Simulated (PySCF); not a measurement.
**Frontier orbitals and the lowest excitations**

Compound: C6H7F2O (charge +1).
Numbering: `[F:1][CH:2]([F:3])[O:4][C+:5]1[CH:6]=[CH:7][CH2:8][CH2:9]1` (hydrogens: H10 on C2; H11 on C6; H12 on C7; H13, H14 on C8; H15, H16 on C9)

Structure used (PBE0-D3(BJ)/def2-SVP), in Å, numbered top down from 1:
```
atom  x, y, z in Å
F1     2.724    0.057    0.608
C2     2.221   -1.162    0.562
F3     2.223   -1.595   -0.684
O4     0.867   -1.115    1.022
C5    -0.028   -0.371    0.459
C6    -1.359   -0.366    0.932
C7    -2.068    0.504    0.151
C8    -1.240    1.137   -0.897
C9     0.151    0.542   -0.698
H10    2.743   -1.851    1.240
H11   -1.721   -0.961    1.771
H12   -3.133    0.718    0.278
H13   -1.263    2.237   -0.793
H14   -1.663    0.940   -1.899
H15    0.932    1.290   -0.479
H16    0.524   -0.023   -1.570
```

Theory: TDDFT CAM-B3LYP/def2-SVPD, vertical, gas phase, core orbitals frozen in the response in PySCF.

Kohn–Sham orbitals with the atoms that hold most of them (Löwdin shares over 4%, at most four atoms; ? is withheld):

```tsv
orbital	ε (eV)	atoms
LUMO+2	-2.70	C9 13%, C8 13%, C7 12%, C6 10%
LUMO+1	-3.23	C6 33%, C7 16%, C5 16%, H11 7%
LUMO	-6.73	?
HOMO	-14.96	C6 34%, C7 21%, O4 12%, C5 10%
HOMO-1	-16.84	?
HOMO-2	-16.98	C9 28%, C8 19%, H15 11%, H16 10%
HOMO-3	-17.16	C9 17%, F1 15%, F3 15%, C8 13%
```

(1) Give the leading atoms of the LUMO.

(2) Which atoms hold the HOMO-1, and with what shares?

(3) The HOMO–LUMO gap is 8.23 eV. Where does the response calculation put the lowest singlet, and from which orbitals?

(4) Give energy, strength and leading configuration of S1, S2 and S5, and follow the Löwdin shares of the leading atoms from the occupied to the empty orbital.

## Answers

(1) C7 (bonded to 2 C and H) 29%; C5 (bonded to 2 C and O) 29%; O4 (bonded to 2 C) 13%; C6 (bonded to 2 C and H) 8%. By element: carbon 66% or more, oxygen 13%.

(2) O4 (bonded to 2 C) 30%; C9 (bonded to 2 C and 2 H) 16%; C5 (bonded to 2 C and O) 13%; C8 (bonded to 2 C and 2 H) 10%. By element: carbon 39% or more, oxygen 30%.

(3) S1 is at 5.35 eV (f = 0.326), 2.88 eV below the gap, made of HOMO→LUMO (97%). 

(4) 
- S1 (5.35 eV, f 0.326), HOMO→LUMO (97%): C6 34% → 8%, C7 21% → 29%, C5 10% → 29%
- S2 (5.94 eV, f 0.0014), HOMO-1→LUMO (96%): O4 30% → 13%, C9 16% → at most 8%, C7 at most 10% → 29%, C5 13% → 29%
- S5 (7.03 eV, f 0.086), HOMO-2→LUMO (98%): C9 28% → at most 8%, C8 19% → at most 8%, C7 at most 11% → 29%, C5 at most 11% → 29%

Löwdin shares depend on the basis, the more so with diffuse functions.

One conformer stands for the species.
